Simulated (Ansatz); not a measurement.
Isomers of C$_{5}$HF$_{7}$, relaxed with PBE0-D4/def2-TZVP in Ansatz; electronic energies, one conformer each and not always the lowest. Functionals use def2-TZVPP; CBS adds triple-zeta CCSD(T) − MP2 to the MP2 limit of def2-TZVPP and def2-QZVPP.

Q: Order them by energy at frozen-core CCSD(T)/CBS, lowest first. (Best estimate.)
A. `FC1=C(F)C(F)(F)C(F)(F)C1F`
B. `FC1=CC(F)(F)C(F)(F)C1(F)F`
C. `FC1=C(F)C(F)(F)C(F)C1(F)F`

A: B (0.0 kcal/mol), C (9.4 kcal/mol), A (10.6 kcal/mol).

Q: How do PBE0-D4, B3LYP, HF/CBS(def2), ωB97M-V place them (kcal/mol, against `FC1=CC(F)(F)C(F)(F)C1(F)F`)? (Best estimate.)

A: Computed: 
```json
{"isomer": "`FC1=C(F)C(F)(F)C(F)(F)C1F`", "PBE0-D4": "9.3", "B3LYP": "9.0", "HF/CBS(def2)": "10.8", "ωB97M-V": "10.6"}
{"isomer": "`FC1=C(F)C(F)(F)C(F)C1(F)F`", "PBE0-D4": "8.1", "B3LYP": "7.7", "HF/CBS(def2)": "9.5", "ωB97M-V": "9.4"}
```

B3LYP here is the variant with VWN-RPA as its local correlation; programs differ in this.
